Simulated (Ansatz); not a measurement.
Frontier orbitals of C6H3B (`C#CB(C#C)C#C`).

```xyz
10

C    -0.416   -2.517   -0.946
C    -0.232   -1.401   -0.526
B    -0.001    0.000    0.000
C    -0.368    0.343    1.428
C    -0.661    0.616    2.567
C     0.599    1.058   -0.902
C     1.077    1.901   -1.621
H    -0.578   -3.503   -1.317
H    -0.920    0.858    3.572
H     1.499    2.646   -2.255
```

Total charge 0; spin multiplicity 1. All single points use the PBE0-D4/def2-TZVP geometry. Basis def2-TZVPP, Ansatz.

```csv
functional,HOMO (eV),LUMO (eV),gap (eV)
PBE,-6.85,-3.64,3.21
BLYP,-6.66,-3.45,3.21
r2SCAN,-7.07,-3.47,3.60
B97M-V,-7.05,-3.33,3.72
PBE0,-8.07,-2.86,5.21
ωB97M-V,-10.32,-0.90,9.42
```

Against PBE, PBE0 changes HOMO and LUMO by −1.22 and +0.78 eV, ωB97M-V by −3.47 and +2.74 eV. A gap of 3.21 eV thus becomes 9.42 eV for the same molecule, so an orbital gap means little without its functional.
